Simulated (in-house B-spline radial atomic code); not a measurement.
**RPA and G0W0 on PBE: Co12+**

Configuration [Ne] 3s2 3p3, highest spin, mean-field start PBE. Computed with an all-electron radial atomic-structure program (B-spline basis): all electrons, scalar-relativistic (spin-free one-electron X2C), finite nucleus, each spin shell either full or empty, empty states to l = 9 with an (l + 1/2)⁻⁴ tail; G0W0 by contour deformation at full frequency.

Command:
```bash
python run_gw.py task.json out
```
Settings (radii: box in bohr, nucleus in fm):
```
Z                        27
electrons                15
configuration            [Ne] 3s2 3p3
hamiltonian              x2c
method                   pbe,pbe
lmax                     9
rms_radius               3.7875
spin_polarised           True
box_radius               5.84
intervals                65
```

Run time, properties included: 2.8 s on 1 thread of Arm Neoverse N1, with other jobs on the host.

Energies (hartree):

| term | value |
| --- | --- |
| mean-field total | -1331.12044 |
| Hartree-Fock functional on these orbitals | -1330.70826 |
| direct second order | -1.188 |
| second-order exchange | 0.43268 |
| SOSEX correction | 0.3944 |

(1) What is the RPA correlation energy, and what remains with SOSEX?

Quasi-particle levels (eV):

```tsv
level	occupied	mean field	Σx - vxc	Σc	QP weight	G0W0
3p up	yes	-360.31	-16.06	?	?	?
3s down	yes	-389.16	-10.96	-4.37	0.969	-404.49
2p down	yes	-1118.95	-51.08	7.17	0.967	-1162.86
3p down	no	-350.59	17.95	-4.12	0.964	-336.76
```

G0W0 = mean field + (Σx - vxc) + Σc, with Σc (partial-wave tail included) taken at the quasi-particle energy. Only the outer levels were computed. Levels of low weight are left out.

(2) Where does G0W0 put 3p up?

Answers

(1) RPA gives -1.055 hartree (-1.91 eV per electron); RPA + SOSEX gives -0.66058, and the second-order doubles -0.75531 hartree (no singles). SOSEX takes back 37 % of the RPA value.

(2) At -376.63 eV, with Σc = -0.26 eV and a quasi-particle weight of 0.964. The tabulated removal energy is 378.5 ± 0.7 eV (NIST, semi-empirical); the calculation leaves out spin-orbit coupling, Breit and QED terms, and what these don't explain is the method's own error.
